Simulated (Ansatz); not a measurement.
`SCOBCl` + H₂O → `OBCl` + `OCS`  (formal hydrolysis of a B–O bond)

Isolated molecules relaxed with PBE0-D4/def2-TZVP in Ansatz; ΔE leaves out vibrations. CCSD(T)/CBS adds triple-zeta CCSD(T) − MP2 to the extrapolated MP2 energy (def2 sets, frozen cores). This one scheme is used for every species. Functionals use def2-TZVPP. B3LYP here is the variant with VWN-RPA as its local correlation; programs differ in this. Each species was taken in one conformer, which may not be the lowest.

Is it downhill or uphill in electronic energy at CCSD(T)/CBS, and by how much? (Best estimate.)

Computed: Uphill: ΔE = +6.7 kJ/mol.

What do these levels give: r2SCAN-D4, PBE0-D4, B3LYP-D4, ωB97M-V, B2PLYP, PBE, r2SCAN, MP2/def2-TZVPP, SCS-MP2/def2-TZVPP, CCSD(T)/def2-TZVPP, HF/def2-QZVPP, CCSD/CBS(def2)? (Estimate.)

The calculation gave: r2SCAN-D4 2.0, PBE0-D4 2.3, B3LYP-D4 4.6, ωB97M-V 2.2, B2PLYP 2.3, PBE -1.4, r2SCAN 0.7, MP2/def2-TZVPP 7.4, SCS-MP2/def2-TZVPP 5.5, CCSD(T)/def2-TZVPP 6.1, HF/def2-QZVPP -2.2, CCSD/CBS(def2) 5.2 kJ/mol.

Largest T1 diagnostic among the species: 0.013.

In def2-TZVPP, CCSD(T) changes the Hartree–Fock value by +8.6 kJ/mol (the triples alone add +1.6 kJ/mol) and MP2 by +9.9 kJ/mol. The D4 term adds +5.6 kJ/mol with B3LYP and +3.4 kJ/mol with PBE0; it sums over pairs of atoms, weighted by their polarisabilities, and B3LYP, whose exchange is more repulsive, gets the larger term.
